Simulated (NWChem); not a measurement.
C₂H₅FOSi; SMILES [SiH]1(COC1)F

```xyz
10

F     -0.3531    -2.0214     0.0000
Si     0.3916    -0.5756     0.0000
C     -0.1854     0.8147     1.1347
O     -0.0431     1.6876     0.0000
C     -0.1854     0.8147    -1.1347
H      1.8551    -0.8528     0.0000
H      0.4399     1.1632     1.9711
H     -1.2354     0.7500     1.4799
H     -1.2354     0.7500    -1.4799
H      0.4399     1.1632    -1.9711
```
Atoms are numbered in this order, from 1.

Computed with NWChem. The geometry was optimised at PBE0/def2-SVP. Hybrids' shares of exact exchange are those that their runs print; pure functionals count as 0. The functionals differ in more than this share.

```
row              share of exact exchange  orbital gap (eV)
---------------  -----------------------  ----------------
PBE/def2-TZVP                       0.00              5.41
BLYP/def2-TZVP                      0.00              5.42
TPSSh/def2-TZVP                     0.10          withheld
B3LYP/def2-TZVP                     0.20              7.32
PBE0/def2-TZVP                      0.25              7.80
```

Q: Fit a straight line of the last column on the one before it, predict the withheld value, and compare with the run.

A: 
1. Means of the 4 shown rows: x = 0.113, y = 6.487. Slope Σ(x − x̄)(y − ȳ)/Σ(x − x̄)² = 0.4946/0.05188 = 9.535; intercept 5.415.
2. The shown rows scatter about the line by 0.004 (root mean square); the largest residual is 0.00, at PBE/def2-TZVP.
3. At x = 0.10 (TPSSh/def2-TZVP; inside the shown range) the line gives 6.37.
4. The run gives 6.66, +0.29 from the line.
